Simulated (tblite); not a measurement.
Compound: C5H15NSi2.
Cartesian coordinates in Å at the GFN2-xTB level; atoms count from 1:
```
atom  x, y, z in Å
C1     0.2493    2.1583   -1.4171
C2    -0.4647    1.1288   -0.9759
N3    -0.1349    0.2869    0.0628
Si4    1.4056    0.4066    0.8684
Si5    3.1643   -0.1287   -0.5341
C6    -1.0808   -0.7714    0.3772
C7    -2.4397   -0.2101    0.8007
C8    -1.2190   -1.7698   -0.7747
H9    -0.1070    2.7547   -2.2369
H10    1.1892    2.4484   -0.9830
H11   -1.4076    0.9087   -1.4587
H12    1.2738   -0.5327    1.9929
H13    1.4802    1.7431    1.4828
H14    3.1573    0.5573   -1.8293
H15    4.4460    0.1987    0.0999
H16    3.2253   -1.5630   -0.8488
H17   -0.6637   -1.3093    1.2342
H18   -3.0656   -1.0097    1.1889
H19   -2.3016    0.5355    1.5801
H20   -2.9577    0.2556   -0.0341
H21   -1.6739   -1.3070   -1.6471
H22   -0.2383   -2.1471   -1.0568
H23   -1.8411   -2.6068   -0.4671
```

Method: GFN2-xTB as coded in tblite; computed harmonic values from a numerical Hessian at the method's own geometry, unscaled. The method is semi-empirical: single wavenumbers can be off by several per cent or more. Modes of hydrogen on silicon can be 10 to 20 % off. One conformer, not necessarily the lowest. The optimisation stopped once no atom felt more than 0.01 eV/Å.

Lowest wavenumbers of the output (negative numbers stand for imaginary wavenumbers):
```
mode    cm-1
  1     -38.7
  2      24.2
  3      37.2
  4     101.5
  5     116.0
  6     160.5
  7     200.8
  8     220.4
  9     245.7
 10     254.0
 11     315.4
 12     376.4
 13     415.7
 14     428.9
 15     462.1
```

**Question.** Is this structure a minimum?

**Answer.** Not by this Hessian. 1 mode is imaginary beyond 20i (39i cm⁻¹), so at this level the point lies at or near a first-order saddle. The curvature is small, so loose convergence or finite differences may be the whole cause.

**Question.** Which atoms move in the imaginary mode?

**Answer.** 39i: H15 (Si–H hydrogen) 34 %, H14 (Si–H hydrogen) 32 %, H16 (Si–H hydrogen) 30 %. These are shares of the mass-weighted motion.

**Question.** What is the remedy?

**Answer.** Step along that mode in both directions, optimise again with tighter thresholds and repeat the frequencies. The zero-point energy of this point (113.7 kcal/mol) counts the 62 real modes alone, and thermal corrections from it aren't those of a minimum.
